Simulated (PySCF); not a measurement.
Si(Cl)2(vinyl)(OH) (C₂H₄Cl₂OSi), SMILES Cl[Si](O)(C=C)Cl. Atoms are numbered in the order given.

```xyz
10

C     -2.7961    -0.2941     0.0000
C     -1.5785    -0.8593     0.0000
Si    -0.0389     0.1507     0.0000
O     -0.4812     1.7408     0.0000
Cl     1.1336    -0.2785    -1.6524
Cl     1.1336    -0.2785     1.6524
H     -2.9217     0.7931     0.0000
H     -3.7118    -0.8951     0.0000
H     -1.4879    -1.9522     0.0000
H      0.2216     2.4058     0.0000
```
Charge 0, spin multiplicity 1.

Geometry: TPSSh-D3(BJ)/def2-SVP. Other conformers were not sampled.

Two levels are set side by side: PBE/pcSseg-1 (PySCF) and PBE0/pcSseg-1 (PySCF). GIAO shifts against H2O (¹⁷O), HCl (³⁵Cl), TMS (²⁹Si), TMS (¹H), TMS (¹³C) at the same level; non-relativistic, no solvent, atoms listed together averaged. Without spin–orbit terms, shifts of atoms bonded to Cl or Br come out too high at both levels. Differences are taken from unrounded values.

| quantity | PBE0 | PBE | PBE minus PBE0 |
|---|---|---|---|
| δ(¹³C) of C1 (ppm) | 151.3 | 147.4 | -3.8 |
| δ(¹³C) of C2 (ppm) | 139.6 | 139.5 | -0.1 |
| δ(²⁹Si) of Si3 (ppm) | -3.6 | -4.3 | -0.6 |
| δ(¹⁷O) of O4 (ppm) | 84.3 | 96.0 | 11.7 |
| δ(³⁵Cl) of Cl5, Cl6 (ppm) | 120.6 | 145.3 | 24.6 |
| δ(¹H) of H9 (ppm) | 6.28 | 6.26 | -0.02 |
| δ(¹H) of H10 (ppm) | 2.97 | 2.84 | -0.12 |

Rough cost on one machine, each run with all the roots and properties that it gave: PBE0 against PBE within a factor of 2.
